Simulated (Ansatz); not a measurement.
CH₁₀O₂Si₃, SMILES [Si@@H](O)([SiH3])[Si@H](O)C.

Geometry optimised at ωB97X-D3(BJ)/def2-SVP. The structure was generated by enumeration; whether it is a known compound was not checked. The values are those of a single conformer.

Two levels are set side by side: PBE/def2-SVPD (Ansatz, a program for electronic structure) and PBE0/def2-SVPD (Ansatz). Energy differences of separate SCF runs at the same geometry; the states with an electron removed or added have multiplicity 2 and 2. Differences are taken from unrounded values.

```tsv
quantity	PBE0
vertical ionisation energy (eV)	8.99
vertical singlet–triplet gap (eV)	4.44
```

Question: What does PBE give, and how far is it from PBE0? (Estimate from the structure and the level; the computed values follow.)

Answer: 
```json
[
 {"quantity": "vertical ionisation energy (eV)", "PBE": "8.64", "PBE minus PBE0": "-0.34"},
 {"quantity": "vertical singlet–triplet gap (eV)", "PBE": "4.05", "PBE minus PBE0": "-0.39"}
]
```
